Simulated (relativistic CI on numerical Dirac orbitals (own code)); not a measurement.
## Ru³⁺: 4d valence photoemission

Computed with this model: Dirac-Coulomb-Breit CI, KLI orbitals optimised for each configuration, QED by a radiative potential, valence Slater integrals scaled by 0.7, multiplet model of photoemission in the sudden approximation; configurations [Kr] 4d5 → [Kr] 4d4; 80 K; Lorentzian 0.21 eV and Gaussian 0.5 eV FWHM. Energies are those of the free ion, without screening or charge transfer. The energies are binding energies and can lie tens of eV above those of solids. S is read from ⟨S²⟩ = S(S + 1).

Field parameters in Wybourne normalisation: D3d B²₀ = −7Dσ, B⁴₀ = −14Dq − 21Dτ, B⁴₃ = −14√(10/7) Dq; Oh B⁴₀ = 21Dq, B⁴₄ = √(5/14) B⁴₀; Td as Oh with Dq negative (B⁴₀ = 21Dq, B⁴₄ = √(5/14) B⁴₀). The field is a parameter set, without covalency.

Computed curve for Td, 10Dq = -8150 cm⁻¹, scaled to 100 at the maximum (points under 2 are left out and the grid is thinned):

```json
{"Energy (eV)": "42.7", "Intensity": "2.1"}
{"Energy (eV)": "42.8", "Intensity": "2.5"}
{"Energy (eV)": "42.9", "Intensity": "3.0"}
{"Energy (eV)": "43.0", "Intensity": "3.7"}
{"Energy (eV)": "43.1", "Intensity": "4.8"}
{"Energy (eV)": "43.2", "Intensity": "6.6"}
{"Energy (eV)": "43.3", "Intensity": "9.8"}
{"Energy (eV)": "43.4", "Intensity": "15.3"}
{"Energy (eV)": "43.5", "Intensity": "24.8"}
{"Energy (eV)": "43.6", "Intensity": "39.2"}
{"Energy (eV)": "43.7", "Intensity": "58.1"}
{"Energy (eV)": "43.8", "Intensity": "78.2"}
{"Energy (eV)": "43.9", "Intensity": "94.0"}
{"Energy (eV)": "44.0", "Intensity": "100.0"}
{"Energy (eV)": "44.1", "Intensity": "94.2"}
{"Energy (eV)": "44.2", "Intensity": "79.1"}
{"Energy (eV)": "44.3", "Intensity": "60.5"}
{"Energy (eV)": "44.4", "Intensity": "44.7"}
{"Energy (eV)": "44.5", "Intensity": "35.6"}
{"Energy (eV)": "44.6", "Intensity": "34.7"}
{"Energy (eV)": "44.7", "Intensity": "41.5"}
{"Energy (eV)": "44.8", "Intensity": "53.2"}
{"Energy (eV)": "44.9", "Intensity": "64.9"}
{"Energy (eV)": "45.0", "Intensity": "71.0"}
{"Energy (eV)": "45.1", "Intensity": "67.9"}
{"Energy (eV)": "45.2", "Intensity": "56.7"}
{"Energy (eV)": "45.3", "Intensity": "41.9"}
{"Energy (eV)": "45.4", "Intensity": "28.1"}
{"Energy (eV)": "45.5", "Intensity": "17.9"}
{"Energy (eV)": "45.6", "Intensity": "11.3"}
{"Energy (eV)": "45.7", "Intensity": "7.6"}
{"Energy (eV)": "45.8", "Intensity": "5.4"}
{"Energy (eV)": "45.9", "Intensity": "4.2"}
{"Energy (eV)": "46.0", "Intensity": "3.4"}
{"Energy (eV)": "46.1", "Intensity": "2.8"}
{"Energy (eV)": "46.2", "Intensity": "2.4"}
{"Energy (eV)": "46.3", "Intensity": "2.0"}
```

The ground state has S = 2.48, and the centroid lies at 44.41 eV.
